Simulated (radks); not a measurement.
The numbers below are computed, except where a source is named.
All-electron atom: Rb16+ in [Ar] 3d3 (the NIST ground configuration).

Code: a radial shooting solver on a logarithmic mesh with Libxc functionals. Model: Dirac Kohn-Sham, BLYP, spin-unpolarised, spherical densities, finite nucleus; open shells fill j = l - 1/2 first; Fermi nuclear charge, rms radius 4.2036 fm.

Energy parts (Ry):
part                        energy
total                  -5705.56241
kinetic                 5877.94456
electron-nucleus      -12944.97665
Hartree                 1529.02972
exchange-correlation    -167.56003

Orbitals (lengths in bohr, moments of r in powers of bohr; <r^-3> diverges for s and p1/2):
[
 {"orbital": "1s1/2", "occ.": "2", "eigenvalue (Ry)": "-1144.257", "<r^-3>": "-", "<r^2>": "0.002188", "<r^4>": "0.00001235", "small-component weight": "1.81e-02"},
 {"orbital": "2s1/2", "occ.": "2", "eigenvalue (Ry)": "-187.0179", "<r^-3>": "-", "<r^2>": "0.03689", "<r^4>": "0.002340", "small-component weight": "3.64e-03"},
 {"orbital": "2p1/2", "occ.": "2", "eigenvalue (Ry)": "-173.4535", "<r^-3>": "-", "<r^2>": "0.02818", "<r^4>": "0.001588", "small-component weight": "3.63e-03"},
 {"orbital": "2p3/2", "occ.": "4", "eigenvalue (Ry)": "-168.9613", "<r^-3>": "1574", "<r^2>": "0.02956", "<r^4>": "0.001729", "small-component weight": "3.53e-03"},
 {"orbital": "3s1/2", "occ.": "2", "eigenvalue (Ry)": "-55.80267", "<r^-3>": "-", "<r^2>": "0.2529", "<r^4>": "0.09595", "small-component weight": "1.09e-03"},
 {"orbital": "3p1/2", "occ.": "2", "eigenvalue (Ry)": "-50.99070", "<r^-3>": "-", "<r^2>": "0.2460", "<r^4>": "0.09475", "small-component weight": "1.05e-03"},
 {"orbital": "3p3/2", "occ.": "4", "eigenvalue (Ry)": "-50.14105", "<r^-3>": "301.3", "<r^2>": "0.2539", "<r^4>": "0.1006", "small-component weight": "1.02e-03"},
 {"orbital": "3d3/2", "occ.": "3", "eigenvalue (Ry)": "-42.19176", "<r^-3>": "44.86", "<r^2>": "0.2179", "<r^4>": "0.08374", "small-component weight": "9.34e-04"},
 {"orbital": "3d5/2", "occ.": "0", "eigenvalue (Ry)": "-42.02378", "<r^-3>": "43.36", "<r^2>": "0.2200", "<r^4>": "0.08520", "small-component weight": "9.28e-04"},
 {"orbital": "4s1/2", "occ.": "0", "eigenvalue (Ry)": "-25.62985", "<r^-3>": "-", "<r^2>": "1.087", "<r^4>": "1.631", "small-component weight": "4.20e-04"},
 {"orbital": "4p1/2", "occ.": "0", "eigenvalue (Ry)": "-23.83758", "<r^-3>": "-", "<r^2>": "1.133", "<r^4>": "1.794", "small-component weight": "4.01e-04"},
 {"orbital": "4p3/2", "occ.": "0", "eigenvalue (Ry)": "-23.59322", "<r^-3>": "87.05", "<r^2>": "1.158", "<r^4>": "1.870", "small-component weight": "3.95e-04"}
]

The highest occupied level is 3d3/2 at -574.05 eV. The electron density at the nucleus is 5.505e+04 e/bohr^3. Summed over all electrons, <r^2> = 2.920 bohr^2, which gives a Langevin (diamagnetic) susceptibility term of -2.31 x 10^-6 cm^3/mol. For comparison, the ionisation energy in NIST's Atomic Spectra Database is 601 eV (theoretical). In exact Kohn-Sham theory the highest level is minus the ionisation energy, but local and semilocal functionals leave it too shallow, through self-interaction and a potential that decays too fast; potentials with the right tail come closer.

Beside tabulated values, note that spin-unpolarised runs miss the spin-polarisation part of the exchange energy of open shells.
